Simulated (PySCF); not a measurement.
An unknown shows these calculated signals:

$^{1}$H NMR (400 MHz, computed): δ 5.52 (m, 2H), 5.33 (s, 3H), 5.07 (t, 2H), 3.67 (t, 2H), 1.05 (m, 2H).

$^{13}$C{$^{1}$H} NMR (computed): δ 60.8 (CH2).

Computational details: shielding tensors at PBE0/pcSseg-1 (GIAO), coordinates at the GFN2-xTB level, in PySCF 2.14 (no solvent model, averaged over atoms made equivalent by symmetry, fast rotation or ring inversion, one computed conformer, no relativistic terms).

δ = σ(ref) − σ, references computed at the same level: $^{1}$H and $^{13}$C against TMS.

Which of these does the molecule contain: a non-aromatic C=C double bond, a Si–H bond, an ester, a CH3CH2 unit?

## Answers


- A non-aromatic C=C double bond: no.
- A Si–H bond: yes (δH 5.33 (s)).
- An ester: no.
- A CH3CH2 unit: no.

The data belong to `[SiH3]O[SiH2]CO[SiH2]P`, CH$_{11}$O$_{2}$PSi$_{3}$; they needn't prove each group on their own.

Carbon signals by region: 1 at 50–100 ppm.

Splittings by $^{31}$P in the carbon and heteronuclear signals aren't shown, as no couplings were computed. Shifts are as computed. Against solution values, carbons near 30 ppm lie about +3 ppm off and those near 130 ppm about +5 ppm. Of 1211 compounds with measured shifts, 218 miss one by over three times the rms of a fit or turn the order of signals round; such compounds aren't used in these exercises. Multiplicities follow the n + 1 count of equivalent neighbours, as no J values were calculated; m marks all less simple cases, F and P coupling included.
